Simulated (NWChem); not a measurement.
System: C$_{2}$H$_{8}$OSi$_{2}$; SMILES [SiH3][SiH]1COC1

Here is an NWChem input.

```
start job
memory heap 200 mb stack 900 mb global 1100 mb
geometry units angstroms noautoz
  Si     0.290004    -2.128584     0.000000
  Si    -0.687070     0.004951     0.000000
  C      0.083076     1.344729    -1.132458
  O      0.609511     2.038695     0.000000
  C      0.083076     1.344729     1.132458
  H     -0.128439    -2.895811     1.214773
  H      1.779829    -1.999891     0.000000
  H     -0.128439    -2.895811    -1.214773
  H     -2.180990    -0.108925     0.000000
  H     -0.637901     1.964488    -1.697901
  H      0.886596     1.042777    -1.826653
  H     -0.637901     1.964488     1.697901
  H      0.886596     1.042777     1.826653
end
basis spherical
  Si library 6-311g**
  C library 6-311g**
  O library 6-311g**
  H library 6-311g**
end
dft
  xc xpbe96 cpbe96
  iterations 150
  vectors input atomic output neutral.movecs
end
task dft energy
charge 1
dft
  odft
  mult 2
  vectors input atomic output cation.movecs
end
task dft energy
```

Geometry: optimised at PBE0/def2-SVP.

Ions are spin-unrestricted doublets at the neutral geometry; other ion states weren't tried.

**Question.** Give the results of this calculation. (PBE/6-311G** (spherical d), vertical spin-unrestricted ions.) Quantities: basis functions; vertical ionisation energy, ΔSCF (eV); −ε(HOMO) (eV).

**Answer.** The number of basis functions comes out as 154. The vertical ionisation energy, ΔSCF (eV) is 8.72 and the −ε(HOMO) (eV) is 5.56.
